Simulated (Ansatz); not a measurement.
H₈Ge₃, charge +1, doublet, at a GFN2-xTB geometry (a state made from the parent by changing its charge; the spin is typed, not shown lowest); PBE0/3-21G (Ansatz, a program for electronic structure).

The Ansatz input:
Ansatz 0.2 input:
```yaml
crystal:
  periodic: [false, false, false]
  atoms:
    - {symbol: Ge, position_ang: [1.78528735, 0.89057051, -0.00960923]}
    - {symbol: Ge, position_ang: [0.20523170, -1.06507805, -0.09894082]}
    - {symbol: Ge, position_ang: [-1.98637688, 0.15301116, 0.10655313]}
    - {symbol: H, position_ang: [3.14142879, 0.25081347, -0.12721442]}
    - {symbol: H, position_ang: [1.45956116, 1.79025496, -1.16840369]}
    - {symbol: H, position_ang: [1.57640542, 1.58274076, 1.30781361]}
    - {symbol: H, position_ang: [0.43853625, -2.08396324, 1.00690875]}
    - {symbol: H, position_ang: [0.32611648, -1.88430689, -1.37554266]}
    - {symbol: H, position_ang: [-2.09250684, 1.09563826, -1.05900460]}
    - {symbol: H, position_ang: [-1.97566258, 0.88812406, 1.41721270]}
    - {symbol: H, position_ang: [-3.00642831, -0.95141696, 0.06213160]}
basis:
  gaussian:
    orbitals: 3-21G.json
hamiltonian:
  xc: pbe0
total_charge: 1
magnetization: {spin_polarized: true, initial_magnetization: 1}
```
The basis file holds 3-21G in the JSON format of the Basis Set Exchange.

**Question.** What does Ansatz print? Leave out banner, timings and long lists.

**Answer.** 
```
Functional definition: PBE0
747 factors; integrals over basis functions are off by at most 8.0e-4 eV
mean field evaluation 1: about -168833.7598 eV, gradient 4.8e0 eV
mean field evaluation 2: about -168833.9374 eV, gradient 1.0e0 eV
mean field evaluation 4: about -168833.9470 eV, gradient 8.8e-2 eV
mean field evaluation 8: about -168833.9084 eV, gradient 3.3e-3 eV
mean field -168833.90840906 eV, -6204.5316942996 hartree, gradient 1.7e-5 eV, S^2 0.753367; 0 other end points of the search recorded, 0 dependent functions left out
reference -168833.90844088 eV, -6204.5316954689 hartree; 52, 51 occupied and 33, 34 virtual orbitals, 747 factors
Total energy: -168833.90844088 eV, -6204.5316954689 hartree
```
